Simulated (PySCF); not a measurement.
# Tc (technetium, neutral) across methods

[Kr] 4d5 5s2, high-spin 6S determinant. All numbers are calculated (PySCF 2.14, a scalar-relativistic core potential, in aug-cc-pVTZ-PP with ECP28MDF (6s6p5d3f2g, 88 functions)).

```csv
method,E (hartree),mean ε 4d α (eV),mean ε 5s α (eV),mean ε 5s β (eV),Σ⟨r²⟩ (bohr²),⟨S²⟩
r2SCAN,-80.4710,-8.322,-5.892,-4.351,56.10,8.794
CAM-B3LYP,-80.3900,-10.616,-7.136,-6.032,55.76,8.760
TPSS,-80.4033,-7.798,-5.621,-4.163,55.98,8.768
LDA,-80.2578,-7.795,-5.815,-4.529,55.52,8.764
UHF,-79.84923,-14.172,-7.622,-5.675,58.57,8.790
HSE06,-80.4243,-9.011,-5.871,-4.494,55.90,8.765
M06-2X,-80.3429,-11.036,-6.697,-5.578,56.15,8.766
PBE0,-80.4254,-9.441,-6.235,-4.837,55.91,8.767
PBE,-80.4410,-7.741,-5.595,-4.253,55.83,8.765
```

Energies and moments cover only the electrons outside the core potential.
